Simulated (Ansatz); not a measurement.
Cost and result for the atomization energy of `BCO[SiH2][SiH3]` (14 atoms, 13 bonds).

Z-matrix (Å, degrees):
```
C
O 1 1.414
B 1 1.548 2 115.3
H 1 1.106 2 111.3 3 122.5
H 1 1.106 2 111.1 3 -122.7
Si 2 1.649 1 122.2 3 179.5
H 3 1.194 1 122.1 2 0.3
H 3 1.197 1 117.4 2 -179.8
Si 6 2.350 2 112.5 1 63.8
H 6 1.495 2 110.2 1 -57.3
H 6 1.484 2 106.1 1 -175.3
H 9 1.488 6 111.2 2 59.7
H 9 1.489 6 109.3 2 179.7
H 9 1.490 6 111.2 2 -61.0
```

Charge 0, multiplicity 1. The structure was optimised at the PBE0-D4/def2-TZVP level. It is one conformer, not always the lowest. Program: Ansatz. All runs use 4 threads of an Arm Neoverse V2 on a shared host. Times are those of one run each, without the atoms' runs, and a repeat can differ threefold. Electronic energies, without spin–orbit coupling; frozen cores. CCSD(T)/CBS adds CCSD(T) − MP2 in def2-TZVPP to the MP2 limit, and its time is that of the two runs behind it. T1 = 0.012. B3LYP takes the VWN-RPA correlation (the form of Gaussian; ORCA's B3LYP/G).

CCSD(T)/CBS is a level of theory with its own doubt, some kJ/mol a heavy atom from the limit and from the frozen cores, so smaller differences don't rank the functionals.

| level | functions | wall time | atomization (kcal/mol) | difference from CCSD(T)/CBS | per bond |
| --- | --- | --- | --- | --- | --- |
| LDA (SPW92)/def2-TZVPP | 303 | 1.7 s | 1258.5 | 136.0 | 10.5 |
| BLYP-D4/def2-TZVPP | 303 | 3.2 s | 1116.5 | -6.0 | -0.5 |
| PBE-D4/def2-TZVPP (with forces) | 303 | 3.3 s | 1126.3 | 3.8 | 0.3 |
| PBE0-D4/def2-TZVPP | 303 | 4.3 s | 1117.0 | -5.5 | -0.4 |
| r2SCAN-D4/def2-TZVPP (with forces) | 303 | 6 s | 1126.0 | 3.5 | 0.3 |
| B3LYP-D4/def2-TZVPP (with forces) | 303 | 7.5 s | 1125.5 | 3.0 | 0.2 |
| B2PLYP/def2-TZVPP | 303 | 8 s | 1110.7 | -11.8 | -0.9 |
| PBE-QIDH/def2-TZVPP | 303 | 8 s | 1112.5 | -10.0 | -0.8 |
| CCSD(T)/def2-SVP | 123 | 8 s | 1056.9 | -65.6 | -5.0 |
| B97M-V/def2-TZVPP | 303 | 14 s | 1128.7 | 6.2 | 0.5 |
| MP2/def2-QZVPP | 581 | 36 s | 1116.2 | -6.3 | -0.5 |
| CCSD(T)/def2-TZVPP | 303 | 17 min | 1095.4 | -27.1 | -2.1 |
| CCSD(T)/CBS(def2) | – | 17 min | 1122.5 | 0.0 | 0.0 |

From PBE to PBE0 (25 % exact exchange), in def2-TZVPP and without D4, the atomization energy moves by −8.3 kcal/mol: exact exchange takes away binding that semilocal exchange gives to molecules. At CCSD(T), def2-SVP lies −65.6 kcal/mol from the extrapolated value and def2-TZVPP −27.1 kcal/mol: correlation converges slowly with the basis, and small sets miss more of it in the bonded molecule than in its fragments. Leaving LDA and LC-ωPBE aside and taking each functional with its dispersion term where it has one, the values, not all of them listed here, spread over 25.6 kcal/mol, from revPBE-D4 to CAM-B3LYP-D4. LDA lies +139.0 kcal/mol from PBE without D4, its usual overbinding.
